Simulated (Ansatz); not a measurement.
The first iterations of a band of BF$_{2}$H$_{3}$OSi (8 atoms, charge 0, multiplicity 1).

Level of theory: RKS B3LYP-D4/def2-SVP in Ansatz 0.2.0.

| Quantity | Value |
| --- | --- |
| movable images | 5 |
| climbing image | yes |
| spring | 5.0 eV/Å² |
| optimiser | quadratic models (default) |
| start path | through a guess of the saddle point |
| force threshold | 0.05 eV/Å |
| iteration limit | 34 |
| end points | relaxed |

First end point:

```xyz
8
Properties=species:S:1:pos:R:3
F 1.663 -1.960 1.073
B 0.599 -1.276 0.687
F -0.598 -1.797 0.947
O 0.733 -0.100 0.056
Si -0.355 1.026 -0.570
H -1.217 1.549 0.525
H 0.460 2.119 -1.155
H -1.192 0.383 -1.619
```

Last end point:

```xyz
8
Properties=species:S:1:pos:R:3
F 0.333 -2.167 -0.165
B 0.535 -1.267 0.792
F 1.043 -1.696 1.936
O 0.244 0.030 0.623
Si -0.384 1.040 -0.566
H -1.622 1.659 -0.026
H 0.632 2.084 -0.854
H -0.688 0.258 -1.795
```

| iteration | highest image above the first end (eV) | largest band force component (eV/Å) |
| --- | --- | --- |
| 1 | 161.659 | 513.280 |
| 2 | 91.003 | 174.966 |
| 3 | 63.774 | 120.057 |
| 4 | 37.376 | 56.063 |
| 5 | 25.976 | 36.431 |
| 6 | 13.520 | 20.855 |
| 7 | 7.109 | 11.319 |
| 8 | 5.868 | 12.588 |
| 9 | 4.052 | 8.099 |
| 10 | 2.555 | 6.202 |

Question: Does the band converge within its limit, and where does its top end?

Answer: The run converged. It ended after 32 iterations with the highest image 0.074 eV above the first end. Beside the main top the profile has a ripple of under 15 meV (maxima at images 1, 5), which may be a very shallow well or noise. The dihedral F1–B2–O4–Si5 jumps by 95° between images 4 and 5, so the path isn't resolved there. A vibrational analysis at the climbing image gives one clearly imaginary mode, 75i cm⁻¹: a first-order saddle point.

Time of the run: 10 min on 1 CPU thread of a shared host.
